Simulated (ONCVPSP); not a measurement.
# Ce (Z = 58): ONCV pseudisation with LDA (Perdew-Zunger), scalar-relativistic reference atom.

- Element: cerium (Ce)
- Generator: ONCVPSP 4.0.1
- Type: optimised norm-conserving Vanderbilt (ONCV)
- Functional: LDA (Perdew-Zunger)
- Relativity: scalar-relativistic
- Frozen core: [Kr]
- Valence charge: 22
- Reference configuration: 4d10 4f1 5s2 5p6 5d1 (charge +2)
- Partial waves: 5s: rc 1.70 bohr, ncon 5, nbas 9, qcut 3.9 1/bohr, 1 projector; 5p: rc 2.85 bohr, ncon 4, nbas 8, qcut 6 1/bohr, 3 projectors, debl 2.8 Ha; 4d+5d: rc 1.50 bohr, ncon 4, nbas 9, qcut 12.4 1/bohr, 2 projectors; 4f: rc 1.10 bohr, ncon 4, nbas 9, qcut 15 1/bohr, 2 projectors, debl 3.2 Ha
- Local potential: polynomial inside 0.80 bohr (lpopt 3, dvloc0 -1 Ha)
- Core correction: Teter function fitted to the true core (icmod 2), fcfact 0.3

In the p channel the program set the typed energies aside and used -1.327, 0.050, 2.850 Ha.

All-electron outer shells of the reference configuration (LDA (Perdew-Zunger), scalar-relativistic, ld1.x):

```
shell  level (eV)  outermost node (bohr)  outermost maximum (bohr)
   4d     -123.41                   0.31                      0.66
   5s      -53.61                   0.75                      1.37
   5p      -36.10                   0.81                      1.53
   4f      -18.52                      –                      0.71
   5d      -15.03                   0.92                      2.10
```

Calculated quality:

```
Cutoffs needed             : 95 Ha and 104 Ha (the cutoffs (Ha) at which the residual kinetic energy of the hardest occupied pseudo-wave falls to 1 and 0.1 mHa per electron)
Ghost test                 : ghosts flagged at negative energy: s at -406.0 eV, p at -11.8 eV; GHOST(+) flags only above 600 eV; a true bound ghost makes a file unfit for plane-wave use
Configuration tests        : 3 of 4 tests not solved or not reliable
rms error of d²Exc/dni dnj : 5.43 mHa without and 1.53 mHa with the model core
```

Generation and tests took about 3.9 s on one core of a shared server CPU.
